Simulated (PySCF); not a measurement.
C4H6S. Atoms are numbered in the order given.

```xyz
11

C      1.0284    -0.9256     0.5582
C      1.2591     0.1389    -0.2404
S     -0.1857     0.9973    -0.7910
C     -1.2101     0.0541     0.4335
C     -0.4369    -1.2353     0.7637
H      1.8309    -1.5683     0.9490
H      2.2408     0.4924    -0.5878
H     -1.3221     0.6955     1.3323
H     -2.2120    -0.1269     0.0006
H     -0.7393    -2.0640     0.0793
H     -0.6698    -1.5779     1.7936
```
Charge 0, spin multiplicity 1.

Coordinates come from a PBE-D3(BJ)/def2-SVP optimisation. The values are those of a single conformer.

Level of theory: PySCF with PBE/pcSseg-1.

GIAO shieldings, no solvent; atoms listed in one row are averaged. δ = σ(ref) − σ: ¹³C against TMS (σ = 182.0 ppm); ³³S against H2S (σ = 706.5 ppm); ¹H against TMS (σ = 31.49 ppm), references at their B3LYP-D3(BJ)/def2-TZVP geometries, non-relativistic.

Computed chemical shifts:
```json
[
 {"nucleus": "¹³C", "atoms": "C2", "count": "1", "δ (ppm)": "140.8"},
 {"nucleus": "¹³C", "atoms": "C1", "count": "1", "δ (ppm)": "126.8"},
 {"nucleus": "¹³C", "atoms": "C4", "count": "1", "δ (ppm)": "45.8"},
 {"nucleus": "¹³C", "atoms": "C5", "count": "1", "δ (ppm)": "43.5"},
 {"nucleus": "³³S", "atoms": "S3", "count": "1", "δ (ppm)": "315.6"},
 {"nucleus": "¹H", "atoms": "H7", "count": "1", "δ (ppm)": "6.45"},
 {"nucleus": "¹H", "atoms": "H6", "count": "1", "δ (ppm)": "5.96"},
 {"nucleus": "¹H", "atoms": "H8", "count": "1", "δ (ppm)": "3.67"},
 {"nucleus": "¹H", "atoms": "H9", "count": "1", "δ (ppm)": "3.59"},
 {"nucleus": "¹H", "atoms": "H10, H11", "count": "2", "δ (ppm)": "3.22"}
]
```
